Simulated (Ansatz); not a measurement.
Process, species as SMILES: [F][Sn][F] -> [F][Sn][F] as doublet, charge +1 + e-
Geometries: B3LYP-D3(BJ)/def2-TZVP minima from Ansatz (a program for electronic structure). A spin state is the lowest found, not a proven ground state.

Quantity: adiabatic ionisation energy (electronic energy difference), in eV. Valence correlation only, unless marked. Open shells are spin-unrestricted. No spin-orbit coupling. The frozen core is the preceding noble-gas configuration, with the filled d and f shells of earlier blocks. In def2 rows, elements after Kr have scalar-relativistic effective core potentials. CBS(X,Y): correlation extrapolated as X^-3; Hartree-Fock from the larger set.

| level | program | adiabatic ionisation energy (eV) | minus last row |
|---|---|---|---|
| HF/def2-SVPD | Ansatz | 10.39 | -0.56 |
| PBE0-D4/def2-TZVPD | Ansatz + dftd4 | 10.97 | 0.02 |
| PBE0/def2-QZVPP | Ansatz | 10.93 | -0.02 |
| HSE06/def2-TZVPD | Ansatz | 10.94 | -0.01 |
| RPA@PBE/def2-TZVPP | Ansatz | 10.90 | -0.05 |
| MP2/def2-TZVPPD | Ansatz | 10.76 | -0.19 |
| CCSD(T)/CBS(def2-TZVPP,def2-QZVPP) | Ansatz | 10.95 | 0.00 |
